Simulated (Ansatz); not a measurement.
C5H18N4Zr, SMILES `C[NH][Zr]([NH]C)([NH]C)[N](C)C`. The species carries charge 0 and has multiplicity 1. Correlated methods include outer-core shells of Zr, which these sets cover unevenly. Zr takes the def2 core potential.

Z-matrix (Å, degrees):
```
Zr
C 1 2.916
C 1 3.186 2 77.7
C 1 3.162 2 132.1 3 -140.1
C 1 3.210 2 45.9 3 -114.3
N 1 2.056 2 96.8 3 125.0
N 1 2.051 2 136.8 3 -111.3
N 1 2.057 2 94.8 3 11.2
C 1 3.104 2 116.6 3 113.4
N 1 2.039 2 27.2 3 -114.7
H 2 1.101 1 125.9 3 -162.9
H 2 1.101 1 125.4 3 31.7
H 2 1.100 1 70.8 3 -65.6
H 3 1.098 1 125.8 2 -141.7
H 3 1.094 1 80.3 2 -38.0
H 3 1.099 1 122.0 2 66.1
H 4 1.098 1 122.9 2 -168.3
H 4 1.098 1 125.2 2 38.5
H 4 1.094 1 79.4 2 -64.9
H 5 1.101 1 123.2 2 -72.8
H 5 1.101 1 122.5 2 73.3
H 5 1.092 1 83.2 2 -179.9
H 6 1.011 1 124.7 2 26.1
H 7 1.012 1 120.1 2 98.9
H 8 1.014 1 119.4 2 141.1
H 9 1.098 1 122.7 2 -51.6
H 9 1.097 1 76.8 2 -153.0
H 9 1.098 1 126.6 2 106.4
```

Question: Give the diagnostics of a CCSD(T)/def2-TZVPP run (frozen core, the Gaussian-basis code of Ansatz). (Estimate.)

Answer: Ansatz gave: T1 = 0.0153, largest single amplitude 0.049, largest double 0.015, (T) share of the correlation energy 4.1 %, 10 CCSD cycles. The RHF solution is stable towards an unrestricted one. T1 lies under the customary mark of 0.02 for closed shells.
